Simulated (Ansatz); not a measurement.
Gas-phase electronic energies from Ansatz, PBE0-D4/def2-TZVP geometries. CCSD(T)/CBS adds triple-zeta CCSD(T) − MP2 to the extrapolated MP2 energy (def2 sets, frozen cores). This one scheme is used for every species. Double bonds are as drawn, so ΔE can hold a change between cis and trans. DFT in def2-TZVPP. One conformer a species, not always the lowest.

Consider the formal hydrolysis of a C–Cl bond: `CB/C=C/Cl` + H₂O → `CB/C=C/O` + HCl.

```
             level  ΔE (kJ/mol)  difference from CCSD(T)/CBS
         r2SCAN-D4        -12.4                        -11.2
           PBE0-D4        -10.4                         -9.2
           ωB97M-V        -10.9                         -9.7
            B2PLYP         -9.2                         -8.0
               PBE        -12.0                        -10.8
            r2SCAN        -12.8                        -11.6
              PBE0        -11.9                        -10.7
     HF/def2-TZVPP        -16.5                        -15.3
    MP2/def2-TZVPP         -0.9                          0.3
SCS-MP2/def2-TZVPP         -3.2                         -2.0
   CCSD/def2-TZVPP         -7.9                         -6.7
     HF/def2-QZVPP        -16.3                        -15.1
    MP2/def2-QZVPP          2.2                          3.4
SCS-MP2/def2-QZVPP         -0.2                          1.0
     MP2/CBS(def2)          4.4                          5.6
    CCSD/CBS(def2)         -2.6                         -1.4
       CCSD(T)/CBS         -1.2                            0
```

Largest T1 diagnostic among the species: 0.013.

In def2-TZVPP, CCSD(T) changes the Hartree–Fock value by +10.0 kJ/mol (the triples alone add +1.4 kJ/mol) and MP2 by +15.6 kJ/mol.
